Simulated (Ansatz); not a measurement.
Total energies of `[NH2][Ti]([NH2])([NH2])[Br]`.

Cartesian coordinates in Å:
```
N -0.964 -0.765 1.253
Ti -0.212 0.373 -0.025
N 1.579 0.626 0.447
N -0.229 -0.541 -1.655
Br -1.396 2.457 -0.163
H -1.241 -0.446 2.173
H -1.269 -1.715 1.100
H 2.158 1.343 0.029
H 2.061 0.186 1.217
H -1.064 -0.637 -2.219
H 0.578 -0.881 -2.157
```

The species carries charge 0 and has multiplicity 1. Correlated methods include outer-core shells of Br, Ti, which these sets cover unevenly. Scalar relativity is left out up to krypton. All single points use the PBE0-D4/def2-TZVP geometry. It is one conformer, not always the lowest. Basis def2-TZVPP, Ansatz 0.2.0.

RPA on PBE orbitals: Hartree–Fock energy of these orbitals -3587.78459 Eh, correlation -2.12176 Eh (frozen core).

```tsv
functional	energy without D4 (Eh)	D4 term (kJ/mol)
LDA (SPW92)	-3584.80234	–
revPBE	-3591.38414	-69.5
BLYP	-3591.75855	-57.2
r2SCAN	-3591.62186	-6.8
B97M-V	-3591.04503	–
PBE0	-3591.04779	-23.5
r2SCANh	-3591.59278	-7.4
BHLYP	-3591.58470	-36.8
CAM-B3LYP	-3591.82337	-24.3
LC-ωPBE	-3591.09532	–
ωB97X-V	-3591.32122	–
ωB97M-V	-3591.46418	–
B2PLYP	-3591.07177	–
PBE-QIDH	-3590.60249	–
```

(1) Give the same for PBE, B3LYP, r2SCAN0, HSE06 (plane-wave form). (An estimate is asked.)

B3LYP takes the VWN-RPA correlation (the form of Gaussian; ORCA's B3LYP/G). HSE06 is the plane-wave form, built on full-range PBE exchange. The double hybrids freeze the cores in their second-order part.

## Answers

(1) Computed: 
```tsv
functional	energy without D4 (Eh)	D4 term (kJ/mol)
PBE	-3590.95039	-27.2
B3LYP	-3591.79754	-43.8
r2SCAN0	-3591.55206	-8.2
HSE06 (plane-wave form)	-3591.03549	-22.2
```

LC-ωPBE has ω = 0.4 bohr⁻¹.
